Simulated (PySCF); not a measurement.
SrF, SMILES [F][Sr], multiplicity 2.

Geometry optimised at B3LYP-D3(BJ)/def2-TZVPD. The multiplicity is an assumed one; other spin states were not compared. The def2 effective core potentials stand for the cores of Sr; spin–orbit coupling is left out.

Two levels are set side by side: PBE/def2-TZVPD (PySCF) and B3LYP/def2-TZVPD (PySCF). Same geometry, gas phase. Differences are taken from unrounded values.

```tsv
quantity	PBE
α-spin orbital gap (eV)	1.84
β-spin orbital gap (eV)	4.85
dipole moment (D)	3.49
mean polarisability (bohr³)	173.7
```

Q: These are the PBE values. What does B3LYP give? (The exact figures need the calculation; the answer reports its results.)

A: 
```tsv
quantity	B3LYP	PBE minus B3LYP
α-spin orbital gap (eV)	2.71	-0.87
β-spin orbital gap (eV)	6.47	-1.62
dipole moment (D)	3.82	-0.32
mean polarisability (bohr³)	157.1	16.6
```

Loosely held outer electrons make PBE densities more polarisable. Differences between two approximate levels are no errors against the true value.

Rough cost on one machine, each run with all the roots and properties that it gave: B3LYP against PBE within a factor of 2.
